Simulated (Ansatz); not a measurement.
Born–Oppenheimer molecular dynamics of Cl2GeH4 (7 atoms, charge 0, multiplicity 1). It starts at the highest image of a converged band. Of that band: Neighbouring images differ by up to 1.9 eV, so the band resolves the path poorly. A vibrational analysis at the climbing image gives one clearly imaginary mode, 1111i cm⁻¹: a first-order saddle point.

Method: RKS PBE0-D4/def2-SVP (Ansatz 0.2.0).

| Quantity | Value |
| --- | --- |
| ensemble | NVE (velocity Verlet) |
| time step | 0.5 fs |
| steps asked | 200 |
| starting velocities drawn for | 100 K |
| seed | 3423 |

Frames 2.5 fs apart, positions in Å.

Velocities at 60 fs (Å/ps):

```
Ge 5.95 3.73 2.79
H -67.01 -16.03 63.15
Cl -0.86 -3.35 -5.47
H 1.68 2.66 4.21
H -21.27 -16.30 -16.56
Cl -6.58 -2.97 -3.61
H -80.12 -16.59 67.35
```

```xyz
7
Properties=species:S:1:pos:R:3 time_fs=60 energy_less_start_eV=-1.443 T=2333
Ge 0.399 0.311 0.043
H -3.056 -0.558 3.871
Cl 2.026 -0.220 -1.293
H -0.690 0.536 -0.995
H 0.076 -0.838 1.010
Cl 1.245 1.589 1.248
H -2.571 0.017 4.045
7
Properties=species:S:1:pos:R:3 time_fs=62.5 energy_less_start_eV=-1.338 T=2171
Ge 0.414 0.319 0.049
H -3.222 -0.596 4.030
Cl 2.024 -0.229 -1.307
H -0.695 0.562 -0.977
H 0.020 -0.882 0.959
Cl 1.230 1.585 1.242
H -2.773 -0.026 4.212
7
Properties=species:S:1:pos:R:3 time_fs=65 energy_less_start_eV=-1.333 T=2162
Ge 0.426 0.322 0.051
H -3.399 -0.649 4.183
Cl 2.022 -0.238 -1.321
H -0.710 0.627 -0.944
H -0.031 -0.920 0.889
Cl 1.220 1.590 1.242
H -2.963 -0.055 4.385
7
Properties=species:S:1:pos:R:3 time_fs=67.5 energy_less_start_eV=-1.439 T=2326
Ge 0.436 0.321 0.051
H -3.574 -0.698 4.337
Cl 2.020 -0.247 -1.334
H -0.723 0.725 -0.893
H -0.068 -0.941 0.805
Cl 1.213 1.602 1.249
H -3.155 -0.087 4.556
7
Properties=species:S:1:pos:R:3 time_fs=70 energy_less_start_eV=-1.620 T=2606
Ge 0.444 0.315 0.046
H -3.740 -0.734 4.497
Cl 2.017 -0.256 -1.348
H -0.724 0.848 -0.826
H -0.086 -0.952 0.719
Cl 1.210 1.621 1.263
H -3.357 -0.132 4.722
7
Properties=species:S:1:pos:R:3 time_fs=72.5 energy_less_start_eV=-1.802 T=2888
Ge 0.450 0.307 0.038
H -3.915 -0.786 4.650
Cl 2.015 -0.266 -1.361
H -0.707 0.982 -0.749
H -0.091 -0.967 0.648
Cl 1.210 1.647 1.282
H -3.549 -0.162 4.895
7
Properties=species:S:1:pos:R:3 time_fs=75 energy_less_start_eV=-1.925 T=3078
Ge 0.455 0.296 0.028
H -4.089 -0.834 4.804
Cl 2.012 -0.275 -1.373
H -0.671 1.112 -0.670
H -0.089 -0.999 0.602
Cl 1.213 1.677 1.307
H -3.742 -0.195 5.066
7
Properties=species:S:1:pos:R:3 time_fs=77.5 energy_less_start_eV=-1.962 T=3135
Ge 0.459 0.285 0.015
H -4.254 -0.868 4.964
Cl 2.008 -0.284 -1.386
H -0.619 1.220 -0.600
H -0.081 -1.040 0.578
Cl 1.218 1.710 1.334
H -3.943 -0.242 5.231
7
Properties=species:S:1:pos:R:3 time_fs=80 energy_less_start_eV=-1.929 T=3085
Ge 0.461 0.273 0.002
H -4.428 -0.918 5.118
Cl 2.004 -0.293 -1.398
H -0.560 1.292 -0.549
H -0.064 -1.070 0.568
Cl 1.224 1.744 1.364
H -4.137 -0.273 5.403
7
Properties=species:S:1:pos:R:3 time_fs=82.5 energy_less_start_eV=-1.867 T=2988
Ge 0.464 0.262 -0.012
H -4.601 -0.966 5.272
Cl 2.000 -0.301 -1.411
H -0.508 1.323 -0.528
H -0.039 -1.077 0.567
Cl 1.232 1.777 1.394
H -4.331 -0.307 5.573
7
Properties=species:S:1:pos:R:3 time_fs=85 energy_less_start_eV=-1.811 T=2902
Ge 0.466 0.252 -0.025
H -4.767 -0.998 5.434
Cl 1.996 -0.310 -1.423
H -0.475 1.321 -0.545
H -0.010 -1.064 0.575
Cl 1.239 1.809 1.425
H -4.532 -0.356 5.737
7
Properties=species:S:1:pos:R:3 time_fs=87.5 energy_less_start_eV=-1.770 T=2838
Ge 0.469 0.242 -0.038
H -4.939 -1.047 5.588
Cl 1.992 -0.318 -1.435
H -0.471 1.290 -0.601
H 0.014 -1.047 0.597
Cl 1.247 1.839 1.455
H -4.726 -0.389 5.908
```

Of the whole run (100 fs, mean temperature of the second half 2704 K): The conserved energy stayed within 0.058 meV per atom of its start (net change -0.00071 meV per atom), so the integration is sound. The kinetic energy rose, since the run started high on the potential surface and went downhill. It ends in pieces (Cl2GeH2 + H2), so much of that is their flight and rotation, not heat. A run of 0.1 ps of so small a system gives no equilibrium averages. The orbitals stay closed-shell, which can raise the energy where a bond breaks towards radicals; this wasn't checked here.

Time of the run: 6.6 min on 2 threads of Arm Neoverse V2 (shared host), peak memory 0.18 GiB.
